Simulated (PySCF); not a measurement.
**Molecular orbitals of BeBr**

PBE0 at R = 1.972 Å; PySCF, no relativity, basis sets Be 6-31G(d,p), Br 6-31G(d,p). State: ²Σ⁺ (doublet), unpaired electrons σ ↑. Only the outer orbitals are listed, counted within each symmetry.

| spin | orbital | occ. | ε (eV) | on Be (%) | main shells (%) |
| --- | --- | --- | --- | --- | --- |
| α | 8σ | 1 | -21.55 | 6 | 94 Br s |
| α | 9σ | 1 | -10.81 | 25 | 72 Br p, 19 Be s |
| α | 4π | 1 | -8.85 | 7 | 93 Br p |
| α | 4π | 1 | -8.85 | 7 | 93 Br p |
| α | 10σ | 1 | -6.24 | 94 | 62 Be s, 32 Be p |
| α | 5π | 0 | -1.14 | 94 | 94 Be p |
| α | 5π | 0 | -1.14 | 94 | 94 Be p |
| β | 8σ | 1 | -21.49 | 6 | 94 Br s |
| β | 9σ | 1 | -10.62 | 23 | 74 Br p, 14 Be s, 8 Be p |
| β | 4π | 1 | -8.83 | 6 | 94 Br p |
| β | 4π | 1 | -8.83 | 6 | 94 Br p |
| β | 10σ | 0 | -1.98 | 101 | 90 Be s, 10 Be p |
| β | 5π | 0 | 0.00 | 94 | 94 Be p |
| β | 5π | 0 | 0.00 | 94 | 94 Be p |

Task: Which are the highest filled and the lowest empty level, where do they sit, and how wide is the gap?

Result: Highest filled α 10σ at -6.24 eV (in %: 62 Be s, 32 Be p); lowest empty β 10σ at -1.98 eV (in %: 90 Be s, 10 Be p); the gap at PBE0 is 4.26 eV.

```
bond order (Mayer)                               : 1.23
⟨S²⟩                                             : 0.752
charge on Be (Mulliken, basis-dependent)         : 0.22
charge on Be (Löwdin, basis-dependent)           : -0.06
dipole moment (positive dipole means Be(−)Br(+)) : -1.01 D
polarisability along the bond                    : 45.0 bohr³
polarisability across the bond                   : 32.5 bohr³
```

Shares are Mulliken populations and can fall outside 0 to 100 %.

Spin–orbit coupling is left out. The state is the lowest determinant that a PBE0 search found; another state may lie lower at other levels.
